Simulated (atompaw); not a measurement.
**Before and after: PAW (atompaw) potential for Pb (Z = 82)**

Pb (Z = 82), PAW, made with atompaw 4.2.0.5 (PBEsol, scalar-relativistic). Core [Xe] 4f14, reference 5d10 6s2 6p2. Waves: 6s (bound); 6s channel at 1.7 Ry; 6p (bound); 6p channel at 4.3 Ry; 5d (bound); 5d channel at 1.35 Ry. Local part: troulliermartins scheme with l = 3 at 1 Ry, radius 1.60 bohr. Core correction: smooth core density matched at 1.30 bohr. Augmentation charge: sinc compensation charge, radius 1.65 bohr; PAW radius 2.10 bohr; waves and projectors: bloechl.

All-electron outer shells of the reference configuration (PBEsol, scalar-relativistic, ld1.x):

```tsv
shell	level (eV)	outermost node (bohr)	outermost maximum (bohr)
4f	-132.94	–	0.35
5p	-85.81	0.49	0.88
5d	-21.16	0.52	1.07
6s	-12.10	1.01	1.95
6p	-3.52	1.18	2.63
```

Change: local potential troulliermartins scheme with l = 3 at 1 Ry, radius 1.32 bohr.

Cutoffs: the cutoffs (Ry, on a coarse ladder) from which the occupation-weighted sum of valence levels, in a spherical-Bessel basis at the reference potential, stays within 10 and 1 mRy of its value at 400 Ry; they do not see the model core or the augmentation charge, which bear on the density cutoff.

Task: What does the change do?

Result: The potential gets harder (70 Ry and 110 Ry → 120 Ry and 200 Ry); both files keep a bound ghost (p, s).

| quantity | base | changed |
| --- | --- | --- |
| cutoff, loose | 70 Ry | 120 Ry |
| cutoff, tight | 110 Ry | 200 Ry |
| loose cutoff by channel (10 mRy a level) | s 8 Ry, p 8 Ry, d 55 Ry | s 70 Ry, p 30 Ry, d 100 Ry |
| bound ghosts | s, p | p, s |
| s: phases at 2.11 bohr within 0.05 rad from the reference energy up to (Ry; the scan ends near 5) | to the end of the scan | to the end of the scan |
| p: phases at 2.11 bohr within 0.05 rad from the reference energy up to (Ry; the scan ends near 5) | to the end of the scan | to the end of the scan |
| d: phases at 2.11 bohr within 0.05 rad from the reference energy up to (Ry; the scan ends near 5) | to the end of the scan | to the end of the scan |
| lowest overlap eigenvalue by channel | s 0.01, p 0.14, d 0.80 | s 0.00, p 0.18, d 0.51 |

 A true bound ghost makes a file unfit for plane-wave use even where its test errors are small: the radial tests pick states by their node count and pass the ghost by. The cutoffs see the waves, projectors and local potential, not the compensation charge or the core.
